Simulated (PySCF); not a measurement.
# How the method changes the shape and vibrations of AlBClH3N

These are calculations, not measurements. They come from PySCF 2.14.0, an open-source quantum chemistry program, on an isolated molecule that a program drew, which may never have been made. The molecule is AlBClH3N (charge 0, doublet), drawn as the SMILES string `[BH][NH][AlH][Cl]`.

The geometry was optimised and harmonic frequencies were computed with HF and MP2, all in the cc-pV(D+d)Z basis, for the commonest isotopes, with a restricted reference for singlets and an unrestricted one otherwise, and a frozen core in MP2. Each result is a local minimum of its method.

Geometry at the HF minimum:
```xyz
7
AlBClH3N, angstrom
B     0.4393    2.3486   -0.0814
N     1.2681    1.4223   -0.7260
Al    0.7284    0.2792   -1.9995
Cl    2.1974   -1.0080   -2.7978
H    -0.7332    2.4760   -0.3168
H     2.2297    1.4224   -0.4314
H    -0.7435    0.2228   -2.5049
```

Lengths of the bonds as drawn, in Å (atoms numbered as above):
| bond | HF | MP2 |
|---|---|---|
| B1-N2 | 1.400 | 1.410 |
| N2-Al3 | 1.794 | 1.816 |
| Al3-Cl4 | 2.110 | 2.105 |
| B1-H5 | 1.203 | 1.210 |
| N2-H6 | 1.006 | 1.021 |
| Al3-H7 | 1.557 | 1.559 |

Rotational constants, in GHz:
```
constant     HF    MP2
       A   20.8  20.89
       B  2.034  2.023
       C  1.853  1.844
```

Harmonic frequencies in cm^-1, each column in rising order, so a row needn't be the same motion in every method:
| rank | HF | MP2 |
|---|---|---|
| 1 | 92 | 77 |
| 2 | 149 | 143 |
| 3 | 270 | 250 |
| 4 | 439 | 413 |
| 5 | 518 | 490 |
| 6 | 528 | 527 |
| 7 | 687 | 651 |
| 8 | 768 | 736 |
| 9 | 875 | 851 |
| 10 | 1001 | 942 |
| 11 | 1251 | 1168 |
| 12 | 1399 | 1322 |
| 13 | 2085 | ? |
| 14 | 2680 | 2637 |
| 15 | 3768 | 3590 |

**Estimate the missing MP2 frequency from the HF column.**

A single factor s that minimises the squared misfit of MP2 against s times HF over the other rows is sum(HF x MP2) / sum(HF^2) = 0.9594, with an rms misfit of 23 cm^-1. For rank 13 it gives 0.9594 x 2085 = 2000 cm^-1. The calculation gives 2053 cm^-1, 53 cm^-1 above the estimate. The drawn bonds are on average 0.7 % longer in MP2 than in HF.
